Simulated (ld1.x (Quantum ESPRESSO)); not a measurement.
# Cutoff test, Cd, PAW

ld1.x (Quantum ESPRESSO) 7.5 input, shortened:

```
&input
   title='Cd', zed=48., rel=1, dft='PBE', iswitch=3,
   config='[Kr] 4d10 5s2 5p0'
 /
 &inputp
   pseudotype=3, lpaw=.true., tm=.true., lloc=-1, rcloc=2.10,
   nlcc=.true., new_core_ps=.true., rcore=1.10,
   which_augfun='BESSEL', rmatch_augfun=1.45
 /
6
5S  1  0   2.00   0.00  2.20  2.65  0.0
5S  1  0   0.00   0.35  2.20  2.65  0.0
5P  2  1   0.00   0.00  2.45  2.75  0.0
5P  2  1   0.00   1.30  2.45  2.75  0.0
4D  3  2  10.00   0.00  1.95  2.10  0.0
4D  3  2   0.00  -0.55  1.95  2.10  0.0
 &test
   configts(1)='4d10 5s2 5p0'
 /
```

The pseudo-atom Hamiltonian at the reference potential is diagonalised in spherical Bessel functions j_l(qr) that vanish at 20 bohr, with q² up to the cutoff. All-electron valence levels (Ry): 5s -0.4159, 5p -0.0870, 4d -0.8623.

Problem. How do the lowest levels (Ry) of each channel move with the cutoff, and are there ghosts?

Solution.

```json
{"cutoff (Ry)": "8", "s #1": "-0.4159", "p #1": "-0.0869", "p #2": "0.0505", "d #1": "-0.3915", "d #2": "0.0649", "f #1": "0.1127", "f #2": "0.2380", "Σ f·Δε (mRy)": "4708.9"}
{"cutoff (Ry)": "12", "s #1": "-0.4159", "p #1": "-0.0870", "p #2": "0.0505", "d #1": "-0.7321", "d #2": "0.0635", "f #1": "0.1127", "f #2": "0.2380", "Σ f·Δε (mRy)": "1302.8"}
{"cutoff (Ry)": "15", "s #1": "-0.4159", "p #1": "-0.0870", "p #2": "0.0505", "d #1": "-0.8082", "d #2": "0.0633", "f #1": "0.1127", "f #2": "0.2380", "Σ f·Δε (mRy)": "541.9"}
{"cutoff (Ry)": "21", "s #1": "-0.4159", "p #1": "-0.0870", "p #2": "0.0505", "d #1": "-0.8603", "d #2": "0.0630", "f #1": "0.1127", "f #2": "0.2380", "Σ f·Δε (mRy)": "20.8"}
{"cutoff (Ry)": "25", "s #1": "-0.4159", "p #1": "-0.0870", "p #2": "0.0505", "d #1": "-0.8618", "d #2": "0.0630", "f #1": "0.1127", "f #2": "0.2380", "Σ f·Δε (mRy)": "6.1"}
{"cutoff (Ry)": "35", "s #1": "-0.4159", "p #1": "-0.0870", "p #2": "0.0505", "d #1": "-0.8621", "d #2": "0.0630", "f #1": "0.1127", "f #2": "0.2380", "Σ f·Δε (mRy)": "2.3"}
{"cutoff (Ry)": "40", "s #1": "-0.4159", "p #1": "-0.0870", "p #2": "0.0505", "d #1": "-0.8623", "d #2": "0.0630", "f #1": "0.1127", "f #2": "0.2380", "Σ f·Δε (mRy)": "0.7"}
{"cutoff (Ry)": "50", "s #1": "-0.4159", "p #1": "-0.0870", "p #2": "0.0505", "d #1": "-0.8623", "d #2": "0.0630", "f #1": "0.1127", "f #2": "0.2380", "Σ f·Δε (mRy)": "0.5"}
{"cutoff (Ry)": "400", "s #1": "-0.4159", "p #1": "-0.0870", "p #2": "0.0505", "d #1": "-0.8624", "d #2": "0.0630", "f #1": "0.1127", "f #2": "0.2380", "Σ f·Δε (mRy)": "0.0"}
```

Result: no extra level below or beside the all-electron valence levels (s, p, d, f tested); 10 mRy is reached at 25 Ry and 1 mRy at 40 Ry.
